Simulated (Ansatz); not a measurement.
Relaxation of AsH5OSi (8 atoms, charge 0, multiplicity 1), to a largest force component of 0.015 eV/Å in at most 40 steps.

These are results of RKS PBE0-D4/def2-SVP (Ansatz), not measurements.

```xyz
8
Properties=species:S:1:pos:R:3:forces:R:3
O -1.296 0.284 -1.349 0.23 -0.45 -0.03
As -0.533 1.203 0.011 -0.50 0.45 -0.08
Si 0.608 -0.666 0.805 0.04 -0.29 0.07
H -2.037 0.766 -1.719 -0.26 0.27 0.05
H 0.686 1.672 -0.760 0.34 0.17 -0.08
H 1.635 -0.261 1.774 0.32 0.28 0.33
H 1.264 -1.435 -0.257 0.21 -0.20 -0.48
H -0.329 -1.563 1.494 -0.38 -0.23 0.22
```

Where does it end, and by what steps?

The run converged. After 7 steps the energy has fallen by 0.063 eV; H4 moved furthest, 0.21 Å.

```
step  energy less start (eV)  largest force component (eV/Å)  accepted
   0                  0.0000                           0.497       yes
   1                 -0.0433                           0.564       yes
   2                 -0.0575                           0.332       yes
   3                 -0.0613                           0.164       yes
   4                 -0.0600                           0.365        no
   5                 -0.0631                           0.028       yes
   6                 -0.0629                           0.079        no
   7                 -0.0632                           0.006       yes
```

```xyz
8
Properties=species:S:1:pos:R:3
O -1.225 0.328 -1.447
As -0.510 1.234 -0.040
Si 0.607 -0.684 0.806
H -2.127 0.650 -1.564
H 0.756 1.721 -0.752
H 1.624 -0.250 1.815
H 1.275 -1.440 -0.294
H -0.400 -1.561 1.475
```

The run took 14 s on 1 thread of AMD EPYC 9R45 96-Core Processor (Zen 5) (shared host), peak memory 0.21 GiB.
